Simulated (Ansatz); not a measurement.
`[CH3][Al]([NH2])[SiH2]F` + `C=O` → `[CH3][Al]([NH2])[CH]=O` + `F[SiH3]`  (formal exchange of groups at the Al–Si bond)

Computed with Ansatz on PBE0-D4/def2-TZVP structures; ΔE is electronic, products minus reactants. CCSD(T)/CBS is the MP2 limit (def2-TZVPP, def2-QZVPP) plus CCSD(T) − MP2 in def2-TZVPP, frozen cores. This one scheme is used for every species. Functionals use def2-TZVPP. B3LYP here is the variant with VWN-RPA as its local correlation; programs differ in this. Each species was taken in one conformer, which may not be the lowest.

`[CH3][Al]([NH2])[SiH2]F`:

Z-matrix (Å, degrees):
```
C
Al 1 1.949
H 1 1.094 2 111.0
H 1 1.095 2 111.0 3 118.2
H 1 1.093 2 112.4 3 -121.0
N 2 1.771 1 120.4 3 124.9
Si 2 2.470 1 124.3 3 -56.2
H 6 1.007 2 125.1 1 -178.4
H 6 1.008 2 125.0 1 0.9
F 7 1.618 2 109.9 1 29.5
H 7 1.493 2 114.0 1 149.1
H 7 1.494 2 113.6 1 -89.6
```

`C=O`:

Z-matrix (Å, degrees):
```
C
O 1 1.195
H 1 1.109 2 122.0
H 1 1.109 2 122.0 3 -180.0
```

`[CH3][Al]([NH2])[CH]=O`:

```xyz
11

C     0.111   -1.741   -0.356
Al    0.028    0.141    0.117
N     0.585    0.775    1.672
C    -0.718    1.502   -1.178
O    -1.129    1.122   -2.254
H     0.481   -2.363    0.463
H    -0.877   -2.113   -0.644
H     0.765   -1.896   -1.219
H     0.556    1.745    1.943
H     0.978    0.225    2.419
H    -0.779    2.603   -0.963
```

`F[SiH3]`:

```xyz
5

F    -0.772    1.052   -0.854
Si    0.020   -0.027    0.022
H     1.304   -0.326   -0.655
H    -0.813   -1.248    0.121
H     0.261    0.549    1.365
```

| level | ΔE (kJ/mol) | difference from CCSD(T)/CBS |
| --- | --- | --- |
| PBE-D4 | 19.8 | 11.3 |
| r2SCAN-D4 | 11.6 | 3.1 |
| PBE0-D4 | 19.9 | 11.4 |
| B3LYP-D4 | 9.2 | 0.7 |
| ωB97X-V | 10.5 | 2.0 |
| ωB97M-V | 3.3 | -5.2 |
| B2PLYP | 5.9 | -2.6 |
| PBE | 18.8 | 10.3 |
| r2SCAN | 11.2 | 2.7 |
| PBE0 | 18.8 | 10.3 |
| B3LYP | 7.4 | -1.1 |
| HF/def2-TZVPP | 5.1 | -3.4 |
| MP2/def2-TZVPP | 4.4 | -4.1 |
| SCS-MP2/def2-TZVPP | 3.5 | -5.0 |
| CCSD/def2-TZVPP | 9.2 | 0.7 |
| CCSD(T)/def2-TZVPP | 9.1 | 0.6 |
| HF/def2-QZVPP | 4.3 | -4.2 |
| MP2/def2-QZVPP | 3.8 | -4.7 |
| SCS-MP2/def2-QZVPP | 2.9 | -5.6 |
| HF/CBS(def2) | 4.2 | -4.3 |
| MP2/CBS(def2) | 3.7 | -4.8 |
| CCSD/CBS(def2) | 8.6 | 0.1 |
| CCSD(T)/CBS | 8.5 | 0 |

Largest T1 diagnostic among the species: 0.015.
